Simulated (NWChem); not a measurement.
Species: C₃H₇NSi; SMILES C1=C[SiH2]NC1

```xyz
12

C      0.7430     1.2924     0.0000
C      1.3585     0.0990     0.0000
Si     0.0506    -1.2311     0.0000
N     -1.2190    -0.0496     0.0000
C     -0.7576     1.3163     0.0000
H      1.2766     2.2507     0.0000
H      2.4481     0.0143     0.0000
H      0.0734    -2.1408     1.1948
H      0.0734    -2.1408    -1.1948
H     -2.2169    -0.2014     0.0000
H     -1.1098     1.8891    -0.8841
H     -1.1098     1.8891     0.8841
```
Atoms are numbered in this order, from 1.

Structure relaxed at the PBE0/def2-SVP level. No frequency run checked for a minimum.

**Question.** Give the principal values of the shielding tensors (ppm) of C1, C2, Si3, N4, C5 from B3LYP/6-311G** (spherical d), GIAO (NWChem), with their diamagnetic and paramagnetic parts as GIAO splits them.

**Answer.** 
```
atom     σ11    σ22    σ33  isotropic  diamagnetic  paramagnetic
----  ------  -----  -----  ---------  -----------  ------------
C1    -100.9   32.5  141.2       24.3        254.4        -230.1
C2     -53.3   58.9  164.8       56.8        255.9        -199.1
Si3    319.8  348.6  438.7      369.0        879.8        -510.8
N4     203.9  233.0  305.2      247.3        321.2         -73.8
C5     111.8  113.5  151.3      125.5        244.7        -119.2
```
